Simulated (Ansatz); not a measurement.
Breaking the Sn1–H2 bond in BrHSn (SMILES [Br][SnH]) (multiplicity 1 held, fragments rigid). Energies count from the point at 1.785 Å.
Geometry at that point (charge 0, multiplicity 1):
```xyz
3

Sn    -0.5796    -0.4836     0.7118
H     -1.7346    -1.0560    -0.5227
Br     0.8776     0.7210    -1.0019
```

R- and RO- levels are restricted; in cc, def2 and unpolarised 6-31G sets they are followed outwards from rest. U- levels take the lowest unrestricted solution at each point, which mixes spins at long bonds. Active spaces are followed from a long bond inwards. Curves can end on different states.

Frozen-core correlation. Filled d and f shells under p-block atoms count as core.

The values were computed with Ansatz (Gaussian orbitals). Values without a source in brackets are computed. In def2 rows elements past Kr take small-core potentials, without spin–orbit coupling.

Energies in kcal/mol.

```tsv
R (Å)	U-SCS-MP2/def2-SVP	R-CCSD(T)/def2-SVP	CASSCF(2,2)/def2-SVP	FIC-MRCISD+Q on CASSCF(2,2)/def2-SVP
1.428	27.8	27.4	28.6	27.2
1.606	4.9	5.3	5.9	5.2
1.785	0.0	0.0	0.0	0.0
1.963	3.7	3.1	2.4	3.1
2.142	11.5	10.1	8.6	10.0
2.410	30.9	22.5	20.1	22.5
2.677	45.4	34.2	31.0	34.0
3.123	54.6	47.9	44.4	48.0
3.570	57.4	53.8	51.3	55.3
4.105	58.3	53.8	54.4	58.6
4.819	58.6	50.4	55.4	59.8
5.712	58.7	47.6	55.6	60.0
```

Doubts at one or more of the structures used: a spin-contaminated determinant (U-SCS-MP2/def2-SVP); a restricted determinant that unrestricted orbitals would lower (R-CCSD(T)/def2-SVP); other coupled-cluster roots lie near (R-CCSD(T)/def2-SVP); T1 above 0.05 (R-CCSD(T)/def2-SVP).

Ansatz is a first-principles code.
